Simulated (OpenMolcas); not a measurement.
**OpenMolcas input wanted**

B3N3H6 has 12 atoms, charge 0, and is taken as a triplet. SMILES of the parent species: `B1NBNBN1`. The coordinates come from a PBE0-D4/def2-TZVP relaxation. This is one conformer, not always the lowest. That shape belongs to the parent species and isn't relaxed for this state.

```xyz
12

B    -0.7256   -1.2232    0.2537
N     0.5242   -0.9566    0.8833
B     1.2651    0.2386    0.6555
N     0.7050    1.1885   -0.2464
B    -0.5395    0.9846   -0.9091
N    -1.2292   -0.2318   -0.6368
H    -1.3269   -2.2370    0.4638
H     0.8999   -1.6422    1.5164
H     2.3136    0.4363    1.1987
H     1.2102    2.0402   -0.4231
H    -0.9866    1.8006   -1.6626
H    -2.1101   -0.3980   -1.0933
```

Settings wanted:

```json
{
 "method": "DFT",
 "reference": "UKS",
 "symmetry": "none",
 "basis set": "def2-SVP",
 "task": "energy",
 "functional": "PBE",
 "nucleus": "point",
 "integration grid": "UltraFine",
 "SCF convergence threshold": "1e-10"
}
```

Problem. Write the OpenMolcas 26.06 input and the command.

Solution. One that was run (others would do as well):

input.xyz:
```
12

B     -0.725600    -1.223220     0.253660
N      0.524170    -0.956610     0.883320
B      1.265120     0.238610     0.655490
N      0.704960     1.188460    -0.246430
B     -0.539530     0.984630    -0.909140
N     -1.229160    -0.231820    -0.636840
H     -1.326890    -2.236960     0.463830
H      0.899850    -1.642240     1.516360
H      2.313570     0.436330     1.198680
H      1.210210     2.040210    -0.423070
H     -0.986620     1.800580    -1.662600
H     -2.110080    -0.397960    -1.093280
```

test.inp:
```
&gateway
 baslib
 $CurrDir
 coord
 input.xyz
 basis
 def2-SVP
 group
 NoSym

&seward
 gridinput
 Grid=UltraFine
 End of Grid

&scf
 uhf
 spin
 3
 ksdft
 PBE
 thresholds
 1e-10 1e-07 1e-07 1e-05
 prorbitals
 1 1
```

```bash
$ export MOLCAS_MEM=1860
$ pymolcas test.inp > test.log
```

(Basis files named in the input come from the Basis Set Exchange and aren't shown.)

Calculated total energy: -241.93467 Eh. The top electron of this state is barely bound (Rydberg-like), so the basis sets its energy.
